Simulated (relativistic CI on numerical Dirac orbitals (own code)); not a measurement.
Line list: Electric-dipole lines, Ir⁷⁰⁺

These numbers are calculated, not measured: Dirac-Coulomb-Breit CI, separate exchange-only KLI orbitals for each configuration, QED by a radiative potential, unscaled Slater integrals (own radial code, finite nucleus).

CI space (outside the closed core 1s2): 2s²2p³, 2s2p⁴, 2p⁵, 2p⁴3s, 2s²2p²3s, 2p⁴3p, 2p⁴3d, 2s²2p²3p, 2s²2p²3d, 2s2p³3s, 2s2p³3p, 2s2p³3d, 2s²2p²4s, 2s²2p²4p, 2s²2p²4d, 2s²2p²4f. Levels of other configurations are missing.

| λ vac (Å) | Lower | Upper | A (s⁻¹) | E lower (eV) | E upper (eV) |
| --- | --- | --- | --- | --- | --- |
| 1.0302 | 2s²2p³ ⁴S°3/2 [2] | 2s²2p²3d ⁴P1/2 [120] | 1.68e+15 | 1673.2 | 13708.6 |
| 1.0305 | 2s²2p³ ⁴S°3/2 [2] | 2s²2p²3d ⁴D5/2 [118] | 7.73e+14 | 1673.2 | 13704.6 |
| 1.0307 | 2s²2p³ ⁴S°3/2 [2] | 2s²2p²3d ²D3/2 [117] | 1.32e+15 | 1673.2 | 13702.3 |
| 1.0316 | 2s²2p³ ²P°1/2 [4] | 2s²2p²3d ²D3/2 [124] | 1.61e+15 | 1753.1 | 13771.9 |
| 1.0325 | 2s²2p³ ²D°5/2 [3] | 2s²2p²3d ²F7/2 [119] | 1.70e+15 | 1696.5 | 13704.8 |
| 1.0325 | 2s²2p³ ²D°5/2 [3] | 2s²2p²3d ⁴D5/2 [118] | 8.94e+14 | 1696.5 | 13704.6 |
| 1.0333 | 2s²2p³ ²P°3/2 [1] | 2s²2p²3d ²P1/2 [50] | 2.18e+15 | 0.0 | 11998.8 |
| 1.0342 | 2s²2p³ ²P°3/2 [1] | 2s²2p²3d ²D3/2 [49] | 1.90e+15 | 0.0 | 11988.3 |
| 1.0347 | 2s²2p³ ²P°3/2 [1] | 2s²2p²3d ²D5/2 [48] | 2.13e+15 | 0.0 | 11982.7 |
| 1.0357 | 2s2p⁴ ⁴P5/2 [5] | 2s2p³3d ⁴P°3/2 [162] | 1.94e+15 | 2043.4 | 14014.5 |
| 1.0363 | 2s2p⁴ ⁴P5/2 [5] | 2s2p³3d ⁴D°5/2 [161] | 1.84e+15 | 2043.4 | 14007.2 |
| 1.0367 | 2s2p⁴ ⁴P5/2 [5] | 2s2p³3d ⁴F°7/2 [158] | 1.59e+15 | 2043.4 | 14002.5 |
| 1.0368 | 2s2p⁴ ²P3/2 [7] | 2s2p³3d ²F°5/2 [180] | 1.60e+15 | 2158.1 | 14116.5 |
| 1.0407 | 2s2p⁴ ⁴P5/2 [5] | 2s2p³3d ⁴G°7/2 [149] | 7.16e+14 | 2043.4 | 13956.5 |
| 1.0608 | 2s²2p³ ²D°5/2 [3] | 2s2p³3p ²F7/2 [98] | 5.90e+14 | 1696.5 | 13384.4 |
| 1.0617 | 2s²2p³ ²P°3/2 [1] | 2s2p³3p ²D5/2 [34] | 6.32e+14 | 0.0 | 11678.2 |
| 1.1853 | 2s²2p³ ²P°3/2 [8] | 2s²2p²3d ²D5/2 [142] | 1.45e+15 | 3430.5 | 13890.9 |
| 1.1855 | 2s2p⁴ ⁴P5/2 [5] | 2s2p³3d ²F°7/2 [78] | 4.89e+14 | 2043.4 | 12502.2 |
| 1.1870 | 2s2p⁴ ⁴P3/2 [9] | 2s2p³3d ⁴P°5/2 [187] | 8.11e+14 | 3746.3 | 14191.6 |
| 1.1878 | 2s2p⁴ ²D5/2 [10] | 2s2p³3d ²F°7/2 [192] | 1.92e+15 | 3788.8 | 14227.1 |
| 1.1882 | 2s²2p³ ⁴S°3/2 [2] | 2s²2p²3d ²D5/2 [55] | 1.60e+15 | 1673.2 | 12107.6 |
| 1.1897 | 2s²2p³ ²P°3/2 [8] | 2s²2p²3d ²D5/2 [138] | 1.97e+15 | 3430.5 | 13852.1 |
| 1.1897 | 2s²2p³ ²P°3/2 [8] | 2s²2p²3d ²P3/2 [137] | 2.53e+15 | 3430.5 | 13852.0 |
| 1.1899 | 2s²2p³ ²D°5/2 [3] | 2s²2p²3d ²F7/2 [56] | 2.81e+15 | 1696.5 | 12116.2 |
| 1.1901 | 2s²2p³ ⁴S°3/2 [2] | 2s²2p²3d ²F5/2 [54] | 1.21e+15 | 1673.2 | 12090.8 |
| 1.1904 | 2s²2p³ ⁴S°3/2 [2] | 2s²2p²3d ²P3/2 [52] | 1.17e+15 | 1673.2 | 12088.3 |
| 1.1909 | 2s²2p³ ²D°5/2 [3] | 2s²2p²3d ²D5/2 [55] | 8.95e+14 | 1696.5 | 12107.6 |
| 1.1928 | 2s²2p³ ²D°5/2 [3] | 2s²2p²3d ²F5/2 [54] | 5.06e+14 | 1696.5 | 12090.8 |
| 1.1929 | 2s²2p³ ²P°3/2 [1] | 2s²2p²3d ²D5/2 [20] | 1.73e+15 | 0.0 | 10393.1 |
| 1.1933 | 2s2p⁴ ²P1/2 [11] | 2s2p³3d ²P°3/2 [197] | 2.35e+15 | 3859.7 | 14249.7 |
| 1.1940 | 2s2p⁴ ²D3/2 [12] | 2s2p³3d ²D°5/2 [198] | 3.02e+15 | 3867.4 | 14251.7 |
| 1.1941 | 2s2p⁴ ⁴P5/2 [5] | 2s2p³3d ⁴D°7/2 [75] | 2.41e+15 | 2043.4 | 12426.6 |
| 1.1949 | 2s2p⁴ ⁴P5/2 [5] | 2s2p³3d ⁴D°5/2 [74] | 1.32e+15 | 2043.4 | 12419.8 |
| 1.1949 | 2s²2p³ ²P°1/2 [4] | 2s²2p²3d ²P1/2 [58] | 1.82e+15 | 1753.1 | 12128.9 |
| 1.1955 | 2s²2p³ ²P°1/2 [4] | 2s²2p²3d ²D3/2 [57] | 1.68e+15 | 1753.1 | 12123.8 |
| 1.1959 | 2s2p⁴ ²D5/2 [10] | 2s2p³3d ²D°5/2 [186] | 2.18e+15 | 3788.8 | 14156.6 |
| 1.1962 | 2s2p⁴ ²S1/2 [6] | 2s2p³3d ²P°3/2 [80] | 1.16e+15 | 2156.7 | 12521.4 |
| 1.1966 | 2s2p⁴ ²D5/2 [10] | 2s2p³3d ²P°3/2 [185] | 1.16e+15 | 3788.8 | 14150.2 |
| 1.1966 | 2s2p⁴ ²P3/2 [7] | 2s2p³3d ²D°5/2 [79] | 2.51e+15 | 2158.1 | 12519.2 |
| 1.1969 | 2s2p⁴ ⁴P3/2 [9] | 2s2p³3d ²F°5/2 [175] | 8.13e+14 | 3746.3 | 14105.4 |
| 1.1973 | 2s2p⁴ ²D5/2 [10] | 2s2p³3d ²F°7/2 [183] | 1.43e+15 | 3788.8 | 14143.7 |
| 3.4326 | 2s²2p²3p ²P°3/2 [18] | 2s²2p²4d ²D5/2 [125] | 1.79e+14 | 10160.4 | 13772.3 |
| 3.5051 | 2s²2p²3d ²D3/2 [19] | 2s²2p²4f ²F°5/2 [126] | 3.51e+14 | 10254.3 | 13791.6 |
| 3.6216 | 2s²2p²3d ²D5/2 [20] | 2s²2p²4f ²F°7/2 [130] | 3.61e+14 | 10393.1 | 13816.6 |
| 5.7452 | 2s²2p³ ²P°3/2 [1] | 2s2p⁴ ²P3/2 [7] | 2.96e+13 | 0.0 | 2158.1 |

Terms are leading LS components. Brackets give the number of a level in order of energy, since labels repeat. The list gives strong lines, with weight on those to low levels, without lines whose two gauges differ by over a factor of 2.5, among the lowest 200 of 359 levels, so that lines to higher ones, which can be the strongest, are missing. Levels whose partners in the same complex of configurations lie outside the list can be far off, and so can their lines. Rates are taken at the computed energies, electric ones in the length gauge.

At this charge energies of transitions that change n are usually good to better than 1 %, and those within a shell (Δn = 0) to a few per cent.

LS names give the leading component of a level, which can be under half, so a name can repeat, a term be missing and a line seem to break the LS rules.
